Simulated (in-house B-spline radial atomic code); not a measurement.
Results of a calculation; reference values are marked as such.
# Weak and strong correlation along the adiabatic connection

Two-electron singlets in several external potentials (atomic units), by full CI in B-splines with partial waves to l = 8 (correlation energies up to 0.6 % small). The repulsion is scaled by λ at fixed density; W(λ) is the mean repulsion less the Hartree energy, W(0) = E_x, and the area under W from 0 to 1 is E_xc.

Relative drop (W(λ) − E_x)/E_x:

```
                             system  λ = 0.12  λ = 0.25  λ = 0.4  λ = 0.6  λ = 0.8   λ = 1
                     −Z/r, Z = 0.94    0.0502    0.0912   0.1275   0.1644   0.1925  0.2148
  −Z exp(−kr)/r, Z = 5.95, k = 2.44    0.0038    0.0079   0.0125   0.0184   0.0242  0.0298
    ω²r²/2 − Z/r, ω = 0.0805, Z = 1    0.0253    0.0495   0.0739   0.1018   0.1253  0.1454
  ω²r²/2 − Z/r, ω = 0.0572, Z = 0.7    0.0376    0.0714   0.1035   0.1378   0.1649  0.1869
  −Z exp(−kr)/r, Z = 3.35, k = 1.32    0.0075    0.0152   0.0239   0.0348   0.0451  0.0549
   −Z/r, Z = 0.75, wall at 2.8 bohr    0.0164    0.0327   0.0498   0.0702   0.0882  0.1041
−V exp(−r²/w²), V = 0.368, w = 12.3    0.0667    0.1174   0.1585   0.1962   0.2224  0.2418
```

Problem. Order the systems by how far second-order (GL2) theory, half the initial slope (estimated from the first points of each curve), overshoots the correlation energy, least first.
A. −Z/r, Z = 0.94
B. −Z exp(−kr)/r, Z = 3.35, k = 1.32
C. ω²r²/2 − Z/r, ω = 0.0572, Z = 0.7
D. −Z/r, Z = 0.75, wall at 2.8 bohr
E. −V exp(−r²/w²), V = 0.368, w = 12.3
F. −Z exp(−kr)/r, Z = 5.95, k = 2.44
G. ω²r²/2 − Z/r, ω = 0.0805, Z = 1

Solution. F (GL2/E_c = 1.05), B (GL2/E_c = 1.10), D (GL2/E_c = 1.24), G (GL2/E_c = 1.34), C (GL2/E_c = 1.52), A (GL2/E_c = 1.80), E (GL2/E_c = 2.05).

Problem. What else changes along this order?

Solution. The ratio follows the bend of the curve. With it the leading natural occupation goes from 1.998 to 1.755 and −T_c/E_c from 0.95 to 0.50 between the first and the last.
